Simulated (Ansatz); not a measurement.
Bond stretch in Mg2, singlet.

Method: full CI/cc-pVDZ, frozen core run with Ansatz (a quantum-chemistry and plane-wave program).

Relative to R = 4.81 Å, what are the energies at R = 2.88, 3.06, 3.41, 3.50 Å?

0.300 eV at 2.88 Å, 0.166 eV at 3.06 Å, 0.050 eV at 3.41 Å, 0.036 eV at 3.50 Å.
